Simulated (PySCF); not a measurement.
Job for PySCF: R-M06-2X/6-31G* on C2H6OSi (SMILES CO[Si]C), a point of a torsion scan.

```python
from pyscf import gto, scf, dft, mp
from pyscf.data.elements import chemcore

mol = gto.M(
    atom='''
    C     1.98080256   -0.39476596    0.02718919
    O     0.81769685    0.31663538   -0.19377012
    Si   -0.49314322    0.92283985    0.57885165
    C     0.11339255    2.68058852    1.07903430
    H     2.68010452    0.17101205    0.65298581
    H     2.45480238   -0.59989123   -0.93573286
    H     1.75878760   -1.34641786    0.52296114
    H     0.61818547    3.17784647    0.24869676
    H     0.82032535    2.64010551    1.91031207
    H    -0.71145027    3.31821417    1.39187938
    ''',
    basis='6-31g*',
    cart=True,
    charge=0, spin=0, verbose=3, max_memory=1800)
mf = dft.RKS(mol, xc='m062x')
mf.conv_tol = 1e-8
mf.max_cycle = 100
mf.kernel()
if not mf.converged:
    mf = mf.newton().run(mf.mo_coeff, mf.mo_occ)
```

Output:

```
converged SCF energy = -444.397301689008
```

The run converged.

Cost: about 14 core-seconds (a rough figure).
